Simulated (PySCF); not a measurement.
CH8N2Si3, SMILES N[Si@@H]1N=C([SiH3])[SiH2]1. Atoms are numbered in the order given.

```xyz
14

N      2.9402     0.7847     0.0343
Si     1.5030     0.1253     0.7055
N      0.4501    -0.9513    -0.3245
C     -0.7249    -0.4059    -0.2636
Si    -2.2429    -1.2190    -1.0693
Si    -0.5453     1.2876     0.6861
H      3.8404     0.3316     0.1557
H      2.9259     1.3833    -0.7848
H      1.9189    -0.6307     1.9193
H     -2.7857    -0.2978    -2.1139
H     -1.9046    -2.5349    -1.6781
H     -3.2993    -1.3939    -0.0267
H     -1.4222     1.5686     1.8678
H     -0.6650     2.4598    -0.2388
```

Geometry optimised at B3LYP-D3(BJ)/def2-SVP. The structure was generated by enumeration; whether it is a known compound was not checked. The values are those of a single conformer.

The numbers are results of SMD-M06-2X/def2-SVP (PySCF), not measurements.

Solvation free energies are E(SMD) − E(gas) at the gas-phase geometry, for 1 M in both phases. In vacuum the dipole moment is 2.04 D.

| solvent | ΔG(solv) (kcal/mol) | its non-electrostatic (CDS) part | dipole (D) |
|---|---|---|---|
| water | ? | ? | ? |
| n-hexane | -1.3 | 0.7 | 2.24 |
| 2-propanol | -4.2 | 1.2 | 2.57 |

Problem. Some entries are withheld; supply them. (An estimate is asked for; the answer gives what the named calculation found.)

Solution. 
- water, ΔG(solv) (kcal/mol): -0.7
- water, its non-electrostatic (CDS) part: 5.1
- water, dipole (D): 2.61
